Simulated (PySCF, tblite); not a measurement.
Isomers of [C8H14P]+ (charge +1). Level: GFN2-xTB in tblite, geometry and Hessian alike; calculated harmonic values, unscaled, isolated species. The method is semi-empirical: single wavenumbers can be off by several per cent or more. Modes of hydrogen on phosphorus can be 10 to 20 % off. One conformer each.

Electronic energies: PBE0/pcSseg-1 single points on the GFN2-xTB geometries (PySCF, gas phase).

```
                SMILES  electronic energy, lowest = 0 (kJ/mol)
  CC1C=C[P+](C)(C)C=C1                                     0.0
  CCC1=CC(C)=C[P@H+]1C                                    54.0
 CC[P@@H+]1C=CC(C)=C1C                                    58.7
C#CC[P@@H+]1CCC[C@H]1C                                   163.0
    CC[P+]1(C)C=CCC=C1                                     0.5
```

Q: How do GFN2-xTB zero-point energies change the relative energies?

A: 
```csv
SMILES,ZPE (kJ/mol),of it from modes above 1550 cm⁻¹,electronic (kJ/mol),"with ZPE, lowest = 0 (kJ/mol)",lowest mode (cm⁻¹),rings
CC1C=C[P+](C)(C)C=C1,507.5,272.6,0.0,0.0,28,1
CC[P+]1(C)C=CCC=C1,508.4,271.5,0.5,1.3,39,1
CCC1=CC(C)=C[P@H+]1C,505.2,268.7,54.0,51.7,62,1
CC[P@@H+]1C=CC(C)=C1C,505.1,259.5,58.7,56.2,64,1
C#CC[P@@H+]1CCC[C@H]1C,507.4,262.4,163.0,162.8,36,1
```

The zero-point energies span 3.3 kJ/mol, from `CC[P@@H+]1C=CC(C)=C1C` to `CC[P+]1(C)C=CCC=C1`. The order is unchanged.

Q: And how do the electronic energies of GFN2-xTB itself compare?

A: `CC1C=C[P+](C)(C)C=C1` 0.0; `CC[P+]1(C)C=CCC=C1` 3.2; `CCC1=CC(C)=C[P@H+]1C` 6.8; `CC[P@@H+]1C=CC(C)=C1C` 20.0; `C#CC[P@@H+]1CCC[C@H]1C` 85.6 kJ/mol, lowest = 0. Against the energies above, taken from the same isomer `CC1C=C[P+](C)(C)C=C1`, the largest difference is 77.4 kJ/mol.

Q: What do entropy and thermal enthalpy add at 298.15 K and 1 bar (rigid rotor, harmonic oscillator, one conformer each)?

A: 
| SMILES | point group | symmetry number | S (J/(mol K)) | H − H(0) (kJ/mol) | ZPE + H − H(0) − TS (kJ/mol) |
| --- | --- | --- | --- | --- | --- |
| CC1C=C[P+](C)(C)C=C1 | Cs | 1 | 432.6 | 32.21 | 410.8 |
| CCC1=CC(C)=C[P@H+]1C | C1 | 1 | 432.2 | 32.46 | 408.8 |
| CC[P@@H+]1C=CC(C)=C1C | C1 | 1 | 443.7 | 33.33 | 406.1 |
| C#CC[P@@H+]1CCC[C@H]1C | C1 | 1 | 430.7 | 31.41 | 410.3 |

Not tabulated: `CC[P+]1(C)C=CCC=C1` (point group not settled).
